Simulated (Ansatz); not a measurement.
Calculated with Ansatz (gas phase, PBE0-D4/def2-TZVP geometries, no zero-point term in ΔE). CBS: MP2 limit from def2 TZ/QZ plus the TZ coupled-cluster correction, frozen cores. This one scheme is used for every species. Functionals use def2-TZVPP. B3LYP here is the variant with VWN-RPA as its local correlation; programs differ in this. def2 core potentials past Kr. For Ga, In outer-core shells are correlated without core-valence functions, which leaves a few kJ/mol of doubt a bond. Scalar relativity is left out up to krypton.

Reaction (ligand exchange at the In–C bond): `C=[C]([GaH2])[InH2]` + H₂S → `[SH][InH2]` + `C=[CH][GaH2]`

```csv
level,ΔE (kJ/mol)
PBE-D4,-117.2
BHLYP-D4,-120.2
B3LYP,-124.3
r2SCANh,-123.8
BHLYP,-126.9
CCSD/def2-SVP,-114.6
HF/def2-TZVPP,-130.8
CCSD/def2-TZVPP,-112.5
```

(1) What does CCSD(T)/CBS give? (Estimate.)

Largest T1 diagnostic among the species: 0.014.

Results:

(1) Ansatz gave: -112.5 kJ/mol. The listed levels differ from it by -4.7, -7.7, -11.8, -11.3, -14.4, -2.1, -18.3, 0.0 kJ/mol.

Leaving LDA and LC-ωPBE aside and taking each functional with its dispersion term where it has one, the values, not all of them listed here, spread over 7.9 kJ/mol, from B97M-V to revPBE-D4. LDA lies +3.3 kJ/mol from PBE without D4. In def2-TZVPP, CCSD(T) changes the Hartree–Fock value by +21.1 kJ/mol (the triples alone add +2.7 kJ/mol) and MP2 by +22.7 kJ/mol. From BLYP to BHLYP (50 % exact exchange), in def2-TZVPP and without D4, ΔE moves by −3.9 kJ/mol.
